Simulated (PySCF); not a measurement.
A calculated (LDA, PySCF 2.14, def2-TZVPPD, the non-relativistic Hamiltonian (point nucleus)) atom or ion has these occupied shells.

```
shell  electrons  orbital energy (eV)  rms radius, mean of both spins (bohr)
 1s α          1              -8106.0                                 0.0635
 1s β          1              -8105.9                                 0.0635
 2s α          1              -962.04                                  0.270
 2s β          1              -960.83                                  0.270
 2p α          3              -841.09                                  0.240
 2p β          3              -840.16                                  0.240
 3s α          1              -108.52                                  0.807
 3s β          1              -106.26                                  0.807
 3p α          3              -71.581                                  0.852
 3p β          3              -69.368                                  0.852
 3d α          5              -10.364                                   1.17
 3d β          3               -8.580                                   1.17
 4s α          1               -5.896                                   3.05
 4s β          1               -5.554                                   3.05
```

Q: Name the element and its charge.

A: Ni (nickel, neutral), in [Ar] 3d8 4s2, high-spin 3F determinant.
